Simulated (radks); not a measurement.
Excited configurations of He: one electron is placed in a higher orbital outside 1s1. The ground configuration is [He]. All-electron calculation, Dirac Kohn-Sham, PBE, spin-unpolarised, spherical densities, finite nucleus; open shells fill j = l - 1/2 first; Gaussian nuclear charge, rms radius 1.6755 fm. Program: a radial shooting solver on a logarithmic mesh with Libxc functionals. Excitation = E - E(ground); binding = E(ion) - E, where the ion is the core of charge +1; n* = 1/sqrt(2 binding) in atomic units, and the quantum defect is n - n*.

| outer orbital | excitation (eV) | binding (eV) | quantum defect | eigenvalue (eV) |
|---|---|---|---|---|
| 2p1/2 | 23.443 | 3.522 | 0.035 | -1.563 |
| 3s1/2 | 24.951 | 2.014 | 0.401 | -1.196 |
| 4p1/2 | 25.929 | 1.036 | 0.376 | -0.637 |
| 5s1/2 | 26.241 | 0.724 | 0.665 | -0.475 |
| 6p1/2 | 26.486 | 0.478 | 0.667 | -0.320 |

The Delta-SCF ionisation energy is 26.965 eV (NIST Atomic Spectra Database: 24.587 eV, measured). Self-interaction in the functional shifts the binding energies and quantum defects, so they are the method's values and not measured ones. Spin polarisation and multiplet splitting are left out, so open shells lie too high by an amount that depends on their filling.

Beside tabulated values, note that spin-unpolarised runs miss the spin-polarisation part of the exchange energy of open shells.
